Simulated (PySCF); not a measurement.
## Tc²⁺: ionisation energy

Tc²⁺ [Kr] 4d5 [4d3/2^4 4d5/2^1, M_J = 5/2] → Tc³⁺ [Kr] 4d4 [4d3/2^4, M_J = 0], as a difference of total energies. Calculation: PySCF 2.14, in x2c-TZVPall-2c (8s9p7d1f, 77 functions); the two-component X2C-1e Hamiltonian. Correlated levels: [Ar] 3d10 frozen; the 6 highest virtual spinors dropped. "Screened" scales the spin-orbit matrix elements by Boettger's factors to mimic the two-electron term; Breit and QED terms are absent.

| method | ionisation energy (eV) |
| --- | --- |
| GHF (spin-free) | 28.906 |
| GMP2 (spin-free) | 29.573 |
| GHF (screened spin-orbit) | 28.761 |
| GMP2 (screened spin-orbit) | 29.422 |

Problem. How much does correlation contribute at GMP2 (screened spin-orbit)?

Solution. 29.422 − (28.761) = 0.661 eV, measured against GHF (screened spin-orbit).

The spin-free rows relax to the high-spin LS determinant and lack the spin-orbit shift.

Errors of the correlated levels include the incompleteness of this basis and the frozen core.

The labels give the starting determinants; with spin-orbit coupling the two ends relaxed to ⟨J²⟩ = 8.75, ⟨L²⟩ = 0.02, ⟨S²⟩ = 8.74 and ⟨J²⟩ = 3.69, ⟨L²⟩ = 5.97, ⟨S²⟩ = 5.97.

The determinant of Tc³⁺ mixes levels of different J (the jj label is only the starting occupation), so the difference between spin-free and spin-orbit rows is not the physical spin-orbit shift.

For comparison: 29.55 eV (semi-empirical (NIST evaluation); NIST Atomic Spectra Database, ionization energies).
